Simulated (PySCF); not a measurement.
B(H)(OH)(SiH3) (BH5OSi), SMILES OB[SiH3]. Heavy atoms are numbered as in [BH:1]([OH:3])[SiH3:5]. Hydrogens are named by the atom that carries them.

The structure is a stationary point at B3LYP-D3(BJ)/def2-TZVP. One conformer was computed; it need not be the lowest.

Level of theory: HF/pcSseg-2 in PySCF.

GIAO shieldings, no solvent; atoms alike by connectivity are averaged. δ = σ(ref) − σ: ¹¹B against BF3 (σ = 104.0 ppm); ¹H against TMS (σ = 31.98 ppm); ¹⁷O against H2O (σ = 326.0 ppm); ²⁹Si against TMS (σ = 383.2 ppm), references at their B3LYP-D3(BJ)/def2-TZVP geometries, non-relativistic.

Computed chemical shifts:
```csv
nucleus,atoms,count,δ (ppm)
¹¹B,B1 (BH),1,52.5
¹H,H on O3,1,6.47
¹H,H on B1,1,5.99
¹H,H on Si5,3,3.38
¹⁷O,O3 (OH),1,196.3
²⁹Si,Si5 (SiH3),1,-93.7
```
